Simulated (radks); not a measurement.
Results of a calculation; reference values are marked as such.
Numerical settings for the thallium ion Tl70+, [Ne] 3s1. Code: a radial shooting solver on a logarithmic mesh with Libxc functionals. Model: scalar-relativistic Kohn-Sham, PBEsol, spin-polarised, spherical densities, finite nucleus; open shells are filled with parallel spins first (spin-orbit coupling, left out, can overturn this in heavy ions); Fermi nuclear charge, rms radius 5.4759 fm. The defaults (mesh step 0.008 in ln r, mesh end at 40 bohr or more with all orbitals vanishing there, Anderson mixing 0.5 over 9 steps, residual threshold near 1e-9 with the energy settled to 1e-9 hartree or 1e-11 of itself, here a cap of 72 iterations) give E = -13849.5324 hartree and 3s at -8846.5 eV in 13 iterations. Run on one thread of a shared host, so times are rough (Arm Neoverse V2): 0.08 s of CPU time, 0.08 s wall, 13 iterations on 2189 mesh points. Changes against that run (0 stands for a change within the tolerance of the run):

setting,iterations,converged,E (mhartree),e(3s) (meV),CPU (s)
mesh step in ln r 0.005,13,yes,0,0,0.13
mesh step in ln r 0.012,13,yes,0,0,0.06
mesh step in ln r 0.003,13,yes,0,0,0.21
mesh end (bohr) 5,13,yes,0,0,0.08
mesh end (bohr) 1,13,yes,0,0,0.08
residual threshold 0.001,8,yes,-0.000575,-0.085,0.06
residual threshold 0.01,8,yes,-0.000575,-0.085,0.06
mixing 1,13,yes,0,0,0.07
"linear mixing, mixing 0.2",72,no,0,-0.117,0.4
"linear mixing, mixing 0.5",34,yes,0,0,0.18
mixing history 20,18,yes,0,0,0.1
iteration cap 5,5,no,+0.1,+12.4,0.04

No run marked as converged misses the energy by more than 1 mhartree. A mesh that ends early acts as a hard wall.
